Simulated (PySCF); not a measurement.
F2H5NSSi2, SMILES N[SiH2]S[SiH](F)F.

Geometry optimised at ωB97X-D3(BJ)/def2-SVP. The structure was generated by enumeration, and PubChem lists no compound with its InChIKey, so it may never have been made. Other conformers were not sampled.

Calculation: SMD-M06-2X/def2-SVP in PySCF.

Solvation free energies are E(SMD) − E(gas) at the gas-phase geometry, for 1 M in both phases. In vacuum the dipole moment is 2.31 D.

Question: Estimate the solvation free energies in water, tetrahydrofuran, chloroform. (The exact figures need the calculation; the answer reports its results.)

Answer: 
```
solvent          ΔG(solv) (kcal/mol)  its non-electrostatic (CDS) part  dipole (D)
---------------  -------------------  --------------------------------  ----------
water                           -1.8                               4.2        2.78
tetrahydrofuran                 -4.4                               0.5        2.70
chloroform                      -4.6                              -0.3        2.65
```
